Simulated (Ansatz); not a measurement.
Relaxation of GaH3O (5 atoms, charge 0, multiplicity 1), to a largest force component of 0.03 eV/Å in at most 50 steps.

All numbers below come from Ansatz 0.2.0, RKS BLYP-D4/def2-SVP.

```xyz
5
Properties=species:S:1:pos:R:3:forces:R:3
Ga 0.202 -0.109 0.070 0.91 0.09 0.48
H 0.717 -0.166 1.531 -1.48 -0.45 1.51
H 1.701 0.246 -0.091 0.59 0.33 -1.99
O -1.236 -0.369 -0.964 -0.08 0.12 0.02
H -2.054 -0.449 -0.431 0.06 -0.09 -0.02
```

Q: Where does it end, and by what steps?

A: It converged. After 7 steps the energy has fallen by 1.191 eV; H2 moved furthest, 0.56 Å.

```
step  energy less start (eV)  largest force component (eV/Å)  accepted
   0                  0.0000                           1.993       yes
   1                 -0.6825                           1.090       yes
   2                 -1.0512                           0.762       yes
   3                 -1.0611                           1.339       yes
   4                 -1.0776                           2.091       yes
   5                 -1.1884                           0.186       yes
   6                 -1.1894                           0.143       yes
   7                 -1.1907                           0.003       yes
```

```xyz
5
Properties=species:S:1:pos:R:3
Ga 0.391 -0.081 0.202
H 0.216 -0.286 1.759
H 1.675 0.274 -0.627
O -1.070 -0.267 -0.857
H -1.883 -0.488 -0.362
```

Whether the end is a true minimum wasn't checked by a vibrational analysis.

The run took 7.5 s on 1 thread of AMD EPYC 7B13 (Zen 3), on a shared host, peak memory 0.13 GiB.
